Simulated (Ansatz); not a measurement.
C2H6O2Si, SMILES `O=CC[SiH2]O`, relaxed with RKS PBE0-D4/def2-TZVP in Ansatz from a PBE-D4/def2-SVP geometry. The force threshold is 0.005 eV/Å; the program also tests the step.

Total charge 0; spin multiplicity 1.

Start:

```xyz
11

O    -0.132    0.085    2.018
C     0.130   -0.840    1.256
C     0.682   -0.649   -0.123
Si   -0.451    0.585   -1.073
O    -0.598    1.921   -0.080
H    -0.074   -1.903    1.578
H     1.650   -0.107   -0.049
H     0.844   -1.607   -0.652
H    -1.762   -0.099   -1.367
H     0.201    0.977   -2.366
H    -0.490    1.636    0.859
```

| step | energy (eV) | largest force (eV/Å) | largest move (Å) |
| --- | --- | --- | --- |
| 1 | -14137.1794 | 0.933 | 0.000 |
| 2 | -14137.2410 | 0.549 | 0.036 |
| 3 | -14137.2539 | 0.175 | 0.047 |
| 4 (rejected) | -14137.2487 | 0.435 | 0.041 |
| 5 | -14137.2582 | 0.083 | 0.020 |
| 6 | -14137.2606 | 0.094 | 0.081 |
| 7 | -14137.2631 | 0.056 | 0.016 |
| 8 | -14137.2641 | 0.037 | 0.050 |
| 9 | -14137.2642 | 0.035 | 0.019 |
| 10 | -14137.2643 | 0.010 | 0.002 |
| 11 (rejected) | -14137.2643 | 0.025 | 0.002 |
| 12 | -14137.2643 | 0.003 | 0.001 |

End:

```xyz
11

O     0.017    0.006    2.076
C     0.129   -0.857    1.236
C     0.718   -0.624   -0.105
Si   -0.442    0.551   -1.044
O    -0.621    1.896   -0.130
H    -0.267   -1.873    1.435
H     1.657   -0.069   -0.004
H     0.888   -1.552   -0.653
H    -1.733   -0.147   -1.286
H     0.165    0.924   -2.343
H    -0.510    1.746    0.818
```

It took 33 s on 4 threads of an Arm Neoverse V2 on a shared host, with 0.48 GiB of host memory at the peak.
